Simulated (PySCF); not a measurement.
**Working out the ionisation energy of O+**

O+ [He] 2s2 2p3 (4S) → O(2+) [He] 2s2 2p2 (3P). Calculation: PySCF 2.14, in dyall-acv3z; no relativity, point nucleus. Frozen: 1s2; the 19 highest virtual orbitals dropped. Energies in hartree (1 hartree = 27.21139 eV):

| part | O+ (lower) | O(2+) (upper) |
| --- | --- | --- |
| UHF | -74.376978 | -73.106257 |
| CCSD correlation | -0.117293 | -0.100591 |
| (T) | -0.001780 | -0.001392 |

**Question.** What does Hartree-Fock give?

**Answer.** (-73.106257) − (-74.376978) = 1.270721 hartree = 34.578 eV.

**Question.** What do CCSD and CCSD(T) give?

**Answer.** The CCSD correlation energies differ by 0.016702 hartree = 0.454 eV and the triples by 0.000388 hartree = 0.011 eV, so CCSD gives 35.032 eV and CCSD(T) 35.043 eV.

A first-order spin-orbit estimate adds -0.027 eV to CCSD(T) (valence), giving 35.016 eV against 35.121 eV (measured; NIST Atomic Spectra Database, ionization energies).

What remains against the reference includes basis incompleteness, the frozen core and higher excitations.
